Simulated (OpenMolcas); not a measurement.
# Cu4+, Ag4+, Au4+: d7 down the group

| Quantity | Value |
| --- | --- |
| Program | OpenMolcas 26.06 |
| Method | MS-CASPT2, IPEA 0.25 Eh, imaginary shift 0.1 Eh |
| Basis | ANO-R2 |
| Scalar Hamiltonian | X2C, finite nucleus |
| Spin-orbit coupling | RASSI with atomic mean-field integrals over the reference wave functions, term energies averaged over their components |

Active space for each ion: 7 electrons in 10 orbitals (d d); closed shells correlated by CASPT2: Cu4+ 3s 3p; Ag4+ 4s 4p; Au4+ 5s 5p.

Computed levels in cm-1 above 4F 9/2:

```csv
Level,Cu4+,Ag4+,Au4+
4F 7/2,1528,3480,11830
4F 3/2,3350,6780,19010
4P 5/2,20840,14950,19990
4P 1/2,21950,17040,23710
2G 9/2,22850,17170,21820
2G 7/2,24320,20540,29850
2P 1/2,28370,24550,39680
2H 11/2,31070,23210,28940
2D 5/2(1),31450,24720,34960
weight of 4F in the lowest level (%),100,97,82
```

Mixed levels, with the weight of the term that names them: Au4+ 4F 3/2 (51 %), Au4+ 4P 5/2 (72 %), Au4+ 4P 1/2 (67 %), Au4+ 2G 9/2 (55 %), Au4+ 2P 1/2 (67 %), Au4+ 2D 5/2(1) (68 %).

Measured, with the error of the calculation in %. Measured levels: Cu4+ from Sugar and Musgrove, J. Phys. Chem. Ref. Data 19, 527 (1990); Ag4+ from the list in Gamrath, thesis, University of Mons (2023).

```
    Level          Cu4+          Ag4+
   4F 7/2   1616 (-5.4)   3690 (-5.7)
   4F 3/2   3528 (-5.0)   7097 (-4.5)
   4P 5/2  20827 (+0.1)  14899 (+0.3)
   4P 1/2  21935 (+0.1)  17067 (-0.1)
   2G 9/2  22575 (+1.2)  16875 (+1.8)
   2G 7/2  24100 (+0.9)  20442 (+0.5)
   2P 1/2     28367 (0)  24599 (-0.2)
  2H 11/2  30402 (+2.2)  22532 (+3.0)
2D 5/2(1)  30966 (+1.6)  24361 (+1.5)
```

The fine-structure level 4F 3/2 changes by a factor of 5.67 from Cu4+ to Au4+.

Without spin-orbit coupling 4P lies 19840, 12720, 10930 cm-1 above 4F in that order; the difference to the level 4P 5/2, of either sign, comes from spin-orbit coupling, which also lowers the zero.

Term energies are means over components that CASPT2 splits; among the terms shown or strongly mixed into the levels shown the widest spread is 800 cm-1 (5d7 4F, Au4+). Active for correlation alone: 4d; no level in the range computed is led by a configuration that fills it, so any true level of that kind is missing (holds for Cu4+). The CASPT2 spread within a term exceeds the gap to the next term for 3d7 2H and 3d7 2D(1), so the order of their levels is uncertain (holds for Cu4+). Active for correlation alone: 5d; no level in the range computed is led by a configuration that fills it, so any true level of that kind is missing (holds for Ag4+). Active for correlation alone: 6d; no level in the range computed is led by a configuration that fills it, so any true level of that kind is missing (holds for Au4+). Measured partners are found by configuration, term and J. A level has none where our copy of the source lacks it or the pairing is in doubt (some pairs that miss far off the trend of their configuration count as doubtful), and it then counts in no deviation. Only configurations of the active space appear.

A number in round brackets counts repeated terms of one configuration in the order of the reference energies.
